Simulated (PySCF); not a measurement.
C10H10Co (cation, charge +1), singlet at its GFN2-xTB optimised geometry (Å):

```
21

Co    -0.0207     0.1594     0.0000
C      0.7441     0.4416    -1.8830
C      1.5397    -0.4899    -1.1638
C      2.0315     0.1594     0.0000
C      1.5399     1.4922     0.0000
C      0.7443     1.6665    -1.1638
H      0.3048     0.2793    -2.8553
H      1.8091    -1.4809    -1.4954
H      2.7377    -0.2535     0.7038
H      1.8083     2.2652     0.7035
H      0.3048     2.5944    -1.4962
C     -0.7008    -1.1809     1.3973
C     -1.4084    -1.3422     0.1761
C     -2.0510    -0.1116    -0.1247
C     -1.7407     0.8101     0.9108
C     -0.9065     0.1492     1.8515
H     -0.1860    -1.9608     1.9370
H     -1.5232    -2.2652    -0.3711
H     -2.7377     0.0607    -0.9391
H     -2.1510     1.8025     1.0182
H     -0.5742     0.5529     2.7955
```

Calculation: PBE0/def2-SVP in PySCF. Cells within 0.4 Å of a nucleus heavier than hydrogen are left out (blank, or x).

Map of the Laplacian of the electron density (e/bohr⁵), clipped to [-1.50, 1.50] on the plane z = 0.0 Å:

```
|333333333333333333333333333|
|333333333333333333333333333|
|333333333333333333333333333|
|333333333333333333333333333|
|333333333333333333333333333|
|333333333333333333333333333|
|333333333333333333333333333|
|333333333333333343333333333|
|333333333333333434233333333|
|3333333333333333xxx43333333|
|33333334433344432x033333333|
|333333443335999432033333333|
|3333334313499x9842xx3333333|
|3333333xx249xx9832xx3333333|
|3333334xx235999533333333333|
|333333330033454334443333333|
|333333332xx3333333333333333|
|333333333xx4333333333333333|
|333333333023333333333333333|
|333333333233333333333333333|
|333333333333333333333333333|
|333333333333333333333333333|
|333333333333333333333333333|
|333333333333333333333333333|
|333333333333333333333333333|
|333333333333333333333333333|
|333333333333333333333333333|
```
Scale: ten equal steps from -0.791 (start of '0') to 1.50 (end of '9'), in the order '0123456789'; x runs from -5.00 to 5.00, y from -5.00 (bottom) to 5.00 (top).
